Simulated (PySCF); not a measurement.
**Bond curve of AlCu⁺**

Set-up: PySCF, no relativity, basis sets Al def2-TZVPPD, Cu def2-TZVPPD. Energies in eV from Al⁺ + Cu (3d10 4s1) in their ground configurations at the same level. State: ²Σ⁺ (doublet), unpaired electrons σ ↑.

```tsv
R (Å)	BLYP	UHF-CCSD(T)	UHF-CCSD	r²SCAN
2.114	-0.925			-1.378
2.212	-1.099	-1.039	-0.896	-1.525
2.311	-1.185	-1.146	-1.025	-1.584
2.384	-1.209	-1.185	-1.080	-1.588
2.458	-1.210	-1.200	-1.109	-1.569
2.532	-1.194	-1.196	-1.118	-1.533
2.630	-1.155	-1.172	-1.109	-1.468
2.753	-1.091	-1.122	-1.075	-1.375
2.900	-1.005	-1.047	-1.015	-1.257
3.097	-0.892			-1.107
```

Task: Put a parabola through the three lowest points of the BLYP curve and estimate Re, k and ωe (reduced mass 18.88 u; 1 eV/Å² = 0.16022 mdyn/Å; ωe = 1302.8·√(k/μ) cm⁻¹).

Result: Through R = 2.384, 2.458, 2.532 Å the second-order coefficient is 1.55 eV/Å², so Re ≈ 2.425 Å, k ≈ 0.497 mdyn/Å and ωe ≈ 211 cm⁻¹. A polynomial fit of higher order to the unrounded BLYP energies gives Re = 2.423 Å, k = 0.583 mdyn/Å, ωe = 229 cm⁻¹; anharmonicity and rounding make the difference.

The higher-order fit for each curve: BLYP: Re = 2.423 Å, ωe = 229 cm⁻¹, De = 1.21 eV; UHF-CCSD(T): Re = 2.478 Å, ωe = 209 cm⁻¹, De = 1.20 eV; UHF-CCSD: Re = 2.541 Å, ωe = 191 cm⁻¹, De = 1.12 eV; r²SCAN: Re = 2.357 Å, ωe = 265 cm⁻¹, De = 1.59 eV.

Correlated steps freeze 10 core orbitals. For an ion De counts to the pair picked by the measured ionisation energies or electron affinities, which need not be the lowest pair at this level. The state is the lowest single determinant that the PBE0 search found; with open d or f shells the true ground state can be another one.
